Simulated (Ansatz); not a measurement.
`[CH3][Al]([SiH3])[Br]` + `BB(O)S` → `BB([SiH3])S` + `[CH3][Al]([OH])[Br]`  (redistribution)

Computed with Ansatz on PBE0-D4/def2-TZVP structures; ΔE is electronic, products minus reactants. CCSD(T)/CBS is the MP2 limit (def2-TZVPP, def2-QZVPP) plus CCSD(T) − MP2 in def2-TZVPP, frozen cores. DFT in def2-TZVPP. B3LYP here is the variant with VWN-RPA as its local correlation; programs differ in this. For Br outer-core shells are correlated without core-valence functions, which leaves a few kJ/mol of doubt a bond. Scalar relativity is left out up to krypton. One conformer a species, not always the lowest.

| level | ΔE (kcal/mol) | difference from CCSD(T)/CBS |
| --- | --- | --- |
| PBE-D4 | -6.3 | 1.8 |
| r2SCAN-D4 | -8.5 | -0.4 |
| PBE0-D4 | -6.1 | 2.0 |
| ωB97X-V | -7.0 | 1.1 |
| B2PLYP | -8.1 | 0.0 |
| PBE | -5.9 | 2.2 |
| PBE0 | -5.8 | 2.3 |
| B3LYP | -7.3 | 0.8 |
| MP2/def2-TZVPP | -9.1 | -1.0 |
| SCS-MP2/def2-TZVPP | -8.5 | -0.4 |
| CCSD/def2-TZVPP | -7.4 | 0.7 |
| CCSD(T)/def2-TZVPP | -7.5 | 0.6 |
| HF/def2-QZVPP | -6.1 | 2.0 |
| MP2/def2-QZVPP | -9.4 | -1.3 |
| SCS-MP2/def2-QZVPP | -8.8 | -0.7 |
| CCSD/CBS(def2) | -7.9 | 0.2 |
| CCSD(T)/CBS | -8.1 | 0 |

Largest T1 diagnostic among the species: 0.016.

In def2-TZVPP, CCSD(T) changes the Hartree–Fock value by −1.6 kcal/mol (the triples alone add −0.1 kcal/mol) and MP2 by −3.2 kcal/mol.
